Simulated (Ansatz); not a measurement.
Input file for Ansatz (a program for electronic structure): U-B3LYP/def2-TZVPP on AlH (SMILES [AlH]), 2S+1 = 3, a spin state set in the input, which need not be the lowest.

Ansatz 0.2 input:
```yaml
crystal:
  periodic: [false, false, false]
  atoms:
    - {symbol: Al, position_ang: [-0.00000000, -0.00000000, -0.11472575]}
    - {symbol: H, position_ang: [0.00000000, 0.00000000, 1.49143473]}
basis:
  gaussian:
    orbitals: def2-TZVPP
hamiltonian:
  xc: {name: B3LYP}
magnetization: {spin_polarized: true, initial_magnetization: 2}
```

The head of its log:

```
WARN ansatz: RAYON_NUM_THREADS=2 ignored (pool sized by the plan → 2); use --threads N
Functional definition: B3LYP
integrals: 0.01 GiB planned
352 factors; their error is unknown
mean field: 0.13 GiB planned
mean field evaluation 1: about -6610.0834 eV, gradient 7.6e0 eV
mean field evaluation 2: about -6610.2251 eV, gradient 6.5e0 eV
```

Task: Give the final energy of this run.

Result: -242.9365 hartree.
